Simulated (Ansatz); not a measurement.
**One arrangement of a pair**

The pair of Li⁺ (SMILES [Li+], atom 1) and Si2NH7 (SMILES [SiH3]N[SiH3], atoms 2–11), both closed shells, in one local arrangement (a lower one may exist), relaxed at PBE0-D4/def2-TZVP:

```
11
angstrom
Li 0.7859 0.3383 -1.9848
Si 1.3114 0.4612 0.6120
N -0.2171 0.5612 -0.2886
Si -1.4103 -0.7628 -0.1152
H 2.2980 0.1840 -0.4984
H 1.3129 -0.6907 1.5356
H 1.6279 1.7619 1.2306
H -0.6652 1.4668 -0.1703
H -0.7139 -1.9370 -0.7034
H -2.5881 -0.3802 -0.9224
H -1.7415 -1.0027 1.3050
```

Program: Ansatz 0.2.0. Basis: def2-TZVPPD, with def2-QZVPPD for the basis limit. Cores are frozen in the correlated methods. The outer core shell of Li, Na, Mg and K is correlated. B3LYP uses VWN-RPA correlation. Extrapolation: Hartree–Fock as exp(−7.88 √X), correlation as X^−2.97. Interaction energies count from these two fragments, frozen as in the pair, with the counterpoise correction; negative means bound.

**Question.** What is the interaction energy by CCSD(T) at an estimated basis limit (MP2 extrapolated from triple and quadruple zeta, plus CCSD(T) − MP2 in triple zeta)? (To be estimated.)

**Answer.** The calculation gives: -154.6 kJ/mol. Hartree–Fock alone gives -156.2 kJ/mol at the basis limit. It counts from the two fragments frozen as in the pair.

The same quantity by other methods in triple zeta, and each one's difference from that estimate:
```json
{"method": "PBE-D4", "E_int (kJ/mol)": "-159.7", "difference": "-5.2"}
{"method": "revPBE-D4", "E_int (kJ/mol)": "-154.1", "difference": "0.5"}
{"method": "BLYP-D4", "E_int (kJ/mol)": "-158.5", "difference": "-3.9"}
{"method": "r2SCAN-D4", "E_int (kJ/mol)": "-150.5", "difference": "4.0"}
{"method": "B97M-V", "E_int (kJ/mol)": "-147.0", "difference": "7.6"}
{"method": "PBE0-D4", "E_int (kJ/mol)": "-162.5", "difference": "-7.9"}
{"method": "B3LYP-D4", "E_int (kJ/mol)": "-162.3", "difference": "-7.7"}
{"method": "HSE06-D4", "E_int (kJ/mol)": "-162.4", "difference": "-7.8"}
{"method": "wB97X-V", "E_int (kJ/mol)": "-158.6", "difference": "-4.1"}
{"method": "wB97M-V", "E_int (kJ/mol)": "-158.2", "difference": "-3.6"}
{"method": "B2PLYP", "E_int (kJ/mol)": "-157.5", "difference": "-2.9"}
{"method": "HF", "E_int (kJ/mol)": "-154.3", "difference": "0.3"}
{"method": "MP2", "E_int (kJ/mol)": "-149.4", "difference": "5.2"}
{"method": "CCSD", "E_int (kJ/mol)": "-151.4", "difference": "3.2"}
{"method": "CCSD(T)", "E_int (kJ/mol)": "-149.9", "difference": "4.7"}
```
Differences are method less estimate.

**Question.** Which atoms make the shortest contact between the fragments?

**Answer.** Li1 and N3, 1.98 Å apart.

Energy to bend the free fragments (PBE0-D4 minima) into their shapes in the pair, CCSD(T)/def2-TZVPPD: Si2NH7 24.2 kJ/mol. This must be added to the interaction energy to get the binding energy from relaxed fragments.

Basis-set superposition shift (counterpoise-corrected less uncorrected): CCSD(T) 2.0; MP2 1.8; HF 0.2; PBE0-D4 0.3; wB97M-V 0.4 kJ/mol.

T1 diagnostic: at most 0.012.

For scale, one of the runs: CCSD(T)/def2-TZVPPD, 274 basis functions, launched by `ansatz run in.yaml --threads 4 --pin off --events-out ev --progress --plain --max-ram 9574MiB`. Hardware: 4 CPU threads of an Intel Xeon 6975P-C, shared host. Wall time 29 s; peak host memory 7.5 GiB.
